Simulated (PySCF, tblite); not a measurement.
What does the GFN2-xTB structure of `CSc1ccc(C(=O)F)s1` look like in three dimensions?

```
atom  x, y, z in Å
C1    -3.0548    0.4503   -0.3870
S2    -2.3049   -1.1141    0.1396
C3    -0.6232   -0.6919    0.1581
C4     0.3979   -1.5558    0.4946
C5     1.6525   -0.9572    0.4214
C6     1.5999    0.3648    0.0302
C7     2.6678    1.2972   -0.1675
O8     2.6356    2.4367   -0.5033
F9     3.8853    0.7060    0.0860
S10   -0.0356    0.8825   -0.2527
H11   -2.8568    1.2155    0.3580
H12   -4.1217    0.2687   -0.4675
H13   -2.6483    0.7398   -1.3517
H14    0.2235   -2.5775    0.7761
H15    2.5784   -1.4569    0.6438
```

Orientation and origin are arbitrary. Atoms count from 1 in this order. The 5-membered ring C3–C4–C5–C6–S10 has internal angles of 90.6° to 113.1°; it is planar, 0.00 Å rms from its mean plane, widest ring torsion 0°. The C–C distances run from 1.379 Å (C3–C4, aromatic) to 1.431 Å (C6–C7, drawn single), a spread of 0.052 Å. The C–S distances run from 1.730 Å (C3–S10, aromatic) to 1.813 Å (C1–S2, drawn single), a spread of 0.083 Å. The 10 heavy atoms lie in one plane (0.008 Å rms).

Bonds between heavy atoms (Å): C1–S2 1.813, S2–C3 1.734, C3–C4 1.379, C4–C5 1.392, C5–C6 1.380, C6–C7 1.431, C7=O8 1.188, C7–F9 1.377, C6–S10 1.739, C3–S10 1.730.

Computed geometry: GFN2-xTB, gas phase.

Point group: near Cs, missed by 0.09 Å at most; the miss may be what the optimiser left on a soft mode. Its GFN2-xTB frequencies are all real (lowest 54 cm⁻¹). The numbers are those of one conformer (C1–S2–C3–C4 180°, C5–C6–C7–O8 180°). 3 starts were optimised and ended at 0.00, 1.73 and 5.03 kcal/mol (GFN2-xTB); the lowest of these is shown.
